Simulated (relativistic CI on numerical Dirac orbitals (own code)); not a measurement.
**Forbidden lines of Xe45+**

Method of calculation: Dirac-Coulomb-Breit CI, KLI orbitals optimised for each configuration, a model potential for QED, unscaled Slater integrals (own radial code, finite nucleus).

CI space (outside the closed core 1s2): 2s2 2p5, 2s 2p6, 2p6 3s, 2p6 3p, 2p6 3d, 2s2 2p4 3s, 2s2 2p4 3p, 2s2 2p4 3d, 2s 2p5 3s, 2s 2p5 3p, 2s 2p5 3d, 2s2 2p4 4s, 2s2 2p4 4p, 2s2 2p4 4d, 2s2 2p4 4f, 2s 2p5 4s, 2s 2p5 4p, 2s2 2p3 3s2, 2s 2p5 4d, 2s 2p5 4f, 2s2 2p3 3s 3p, 2s2 2p4 5s, 2s2 2p4 5p, 2s2 2p4 5d, 2s2 2p4 5f, 2s2 2p4 5g, 2s2 2p3 3s 3d, 2s2 2p3 3p2, 2s2 2p3 3p 3d, 2s 2p4 3s2, 2s2 2p3 3d2, 2s 2p4 3s 3p, 2s 2p4 3s 3d, 2s 2p4 3p2, 2s 2p5 5s, 2s 2p5 5p. Levels of other configurations are missing.

```
λ vac (Å)                Lower                    Upper  Type   A (s⁻¹)        gf  Branching (%)
   2.3485  2s2 2p5 2P°_3/2 [1]   2s 2p5 3d 2D°_5/2 [88]    E2  7.21e+11  3.58e-03           27.2
   2.3503  2s2 2p5 2P°_3/2 [1]   2s 2p5 3d 2F°_7/2 [87]    E2  8.95e+11  5.93e-03           30.4
   2.3540    2s 2p6 2S_1/2 [3]      2p6 3d 2D_5/2 [113]    E2  9.80e+11  4.88e-03           21.0
   2.3549  2s2 2p5 2P°_1/2 [2]  2s 2p5 3d 2P°_3/2 [108]    E2  1.68e+12  5.58e-03            8.5
   2.3549  2s2 2p5 2P°_1/2 [2]  2s 2p5 3d 2F°_5/2 [107]    E2  1.24e+12  6.19e-03           39.3
   2.3574  2s2 2p5 2P°_3/2 [1]   2s 2p5 3d 2D°_3/2 [85]    E2  1.38e+12  4.61e-03            3.5
   2.3599  2s2 2p5 2P°_3/2 [1]   2s 2p5 3d 2F°_5/2 [84]    E2  5.00e+11  2.50e-03           19.0
   2.3638    2s 2p6 2S_1/2 [3]      2p6 3d 2D_3/2 [112]    E2  9.73e+11  3.26e-03           16.7
   2.3669  2s2 2p5 2P°_1/2 [2]  2s 2p5 3d 2F°_5/2 [103]    E2  6.39e+11  3.22e-03           23.7
   2.3720  2s2 2p5 2P°_3/2 [1]   2s 2p5 3d 4D°_7/2 [80]    E2  6.21e+11  4.19e-03           42.5
   2.3726  2s2 2p5 2P°_1/2 [2]  2s 2p5 3d 4F°_5/2 [102]    E2  9.06e+10  4.59e-04            5.4
   2.3729  2s2 2p5 2P°_3/2 [1]   2s 2p5 3d 2D°_5/2 [79]    E2  5.80e+11  2.94e-03           38.5
   2.3840  2s2 2p5 2P°_3/2 [1]   2s 2p5 3d 4D°_5/2 [77]    E2  1.49e+11  7.62e-04           14.0
   2.3846  2s2 2p5 2P°_3/2 [1]   2s 2p5 3d 4F°_7/2 [76]    E2  4.50e+11  3.07e-03           33.8
   2.5041  2s2 2p5 2P°_3/2 [1]   2s2 2p4 3d 4F_7/2 [47]    M2  1.40e+09  1.05e-05            3.7
   2.5373  2s2 2p5 2P°_3/2 [1]  2s2 2p4 3p 2P°_1/2 [40]    E2  7.50e+10  1.45e-04            2.9
   2.5510  2s2 2p5 2P°_1/2 [2]  2s2 2p4 3p 2P°_3/2 [75]    E2  1.75e+11  6.84e-04           38.0
   2.5542  2s2 2p5 2P°_3/2 [1]  2s2 2p4 3p 2D°_5/2 [39]    E2  1.01e+11  5.93e-04           27.6
   2.5578  2s2 2p5 2P°_3/2 [1]  2s2 2p4 3p 2F°_7/2 [37]    E2  1.51e+11  1.19e-03           55.0
   2.5639  2s2 2p5 2P°_3/2 [1]  2s2 2p4 3p 2D°_3/2 [36]    E2  1.26e+11  4.98e-04           32.6
   2.5648  2s2 2p5 2P°_3/2 [1]  2s2 2p4 3p 2P°_1/2 [35]    E2  7.00e+10  1.38e-04           27.1
   2.5667    2s 2p6 2S_1/2 [3]    2s 2p5 3p 2D_5/2 [99]    E2  1.60e+11  9.46e-04            4.8
   2.5677  2s2 2p5 2P°_3/2 [1]  2s2 2p4 3p 4D°_5/2 [34]    E2  3.94e+10  2.34e-04           23.4
   2.6172  2s2 2p5 2P°_3/2 [1]  2s2 2p4 3p 4P°_1/2 [30]    E2  5.11e+08  1.05e-06            3.4
   2.6842  2s2 2p5 2P°_3/2 [1]   2s2 2p4 3d 2F_7/2 [19]    M2  7.28e+09  6.29e-05           17.2
   2.7281  2s2 2p5 2P°_3/2 [1]  2s2 2p4 3p 2P°_3/2 [14]    E2  1.04e+10  4.64e-05            6.2
   2.7374  2s2 2p5 2P°_3/2 [1]  2s2 2p4 3p 2P°_3/2 [13]    E2  2.15e+11  9.67e-04           37.8
   2.7436  2s2 2p5 2P°_1/2 [2]  2s2 2p4 3p 2D°_5/2 [39]    E2  1.21e+11  8.17e-04           32.9
   2.7476  2s2 2p5 2P°_1/2 [2]  2s2 2p4 3p 2P°_3/2 [38]    E2  5.51e+10  2.49e-04            8.1
   2.7549  2s2 2p5 2P°_1/2 [2]  2s2 2p4 3p 2D°_3/2 [36]    E2  6.71e+10  3.05e-04           17.3
   2.7557  2s2 2p5 2P°_3/2 [1]  2s2 2p4 3p 2P°_1/2 [12]    E2  3.92e+10  8.92e-05           18.4
   2.7563  2s2 2p5 2P°_3/2 [1]  2s2 2p4 3p 4D°_7/2 [11]    E2  5.63e+10  5.13e-04           30.4
   2.7567  2s2 2p5 2P°_3/2 [1]  2s2 2p4 3p 2D°_5/2 [10]    E2  7.62e+10  5.21e-04           39.5
   2.7593  2s2 2p5 2P°_1/2 [2]  2s2 2p4 3p 4D°_5/2 [34]    E2  3.68e+09  2.52e-05            2.2
   2.7885  2s2 2p5 2P°_1/2 [2]  2s2 2p4 3p 2P°_3/2 [33]    E2  5.61e+10  2.62e-04           11.2
   2.7896  2s2 2p5 2P°_3/2 [1]   2s2 2p4 3p 2P°_1/2 [9]    E2  1.84e+11  4.30e-04           69.7
   2.8044  2s2 2p5 2P°_1/2 [2]  2s2 2p4 3p 2F°_5/2 [32]    E2  1.31e+11  9.23e-04           90.6
   2.8123  2s2 2p5 2P°_3/2 [1]   2s2 2p4 3p 2D°_5/2 [8]    E2  2.12e+11  1.51e-03           94.0
   2.8128  2s2 2p5 2P°_1/2 [2]  2s2 2p4 3p 4D°_3/2 [31]    E2  7.19e+10  3.41e-04           67.6
   2.8140  2s2 2p5 2P°_3/2 [1]   2s2 2p4 3p 4P°_3/2 [7]    E2  6.47e+10  3.07e-04           68.2
   2.8166  2s2 2p5 2P°_1/2 [2]  2s2 2p4 3p 4P°_1/2 [30]    M1  1.07e+09  2.55e-06            7.2
   36.985  2s2 2p5 2P°_3/2 [1]      2s2 2p5 2P°_1/2 [2]    M1  3.48e+08  1.43e-04           99.8
```

Terms are leading LS components. Brackets give the number of a level in order of energy, since labels repeat. The list gives strong lines, with weight on those to low levels, among the lowest 400 of 1235 levels, so that lines to higher ones, which can be the strongest, are missing. Levels whose partners in the same complex of configurations lie outside the list can be far off, and so can their lines. Rates are taken at the computed energies, electric ones in the length gauge.

At this charge energies of transitions that change n are usually good to better than 1 %, and those within a shell (Δn = 0) to a few per cent.

LS names give the leading component of a level, which can be under half, so a name can repeat, a term be missing and a line seem to break the LS rules.
